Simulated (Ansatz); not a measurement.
Question: Name a neutral molecule of C, Ge, Te and H with HOMO–LUMO gap (PBE0/def2-TZVPP) between 5.05 and 5.35 eV and size of the dipole moment (PBE/def2-TZVPP) between 0.90 and 1.20 D (Ansatz, PBE0-D4/def2-TZVP geometry).

Answer: `C[Te][GeH3]` (5.28 eV, 1.08 D). Other molecules can fit too; these were computed, each in one conformer that needn't be the lowest.
